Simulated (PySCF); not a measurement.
## Working out the ionisation energy of Os

Os [Xe] 4f14 5d6 6s2 (5D) → Os⁺ [Xe] 4f14 5d6 6s1 (6D). All numbers are calculated (PySCF 2.14, scalar relativity through the core potential, in def2-TZVPPD with the def2 core potential (60 electrons) (6s5p3d2f1g, 59 functions)). Frozen: nothing. Energies in hartree (1 hartree = 27.21139 eV):

```csv
part,Os (lower),Os⁺ (upper)
UHF,-89.838555,-89.599547
CCSD correlation,-0.408789,-0.355445
(T),-0.014444,-0.009375
```

Q: What does Hartree-Fock give?

A: (-89.599547) − (-89.838555) = 0.239008 hartree = 6.504 eV.

Q: What do CCSD and CCSD(T) give?

A: The CCSD correlation energies differ by 0.053344 hartree = 1.452 eV and the triples by 0.005069 hartree = 0.138 eV, so CCSD gives 7.956 eV and CCSD(T) 8.094 eV.

Measured between the centres of the two terms (NIST): 8.473 eV, so CCSD(T) (valence and next inner shell) is off by -0.379 eV.

What remains against the reference includes basis incompleteness and higher excitations.
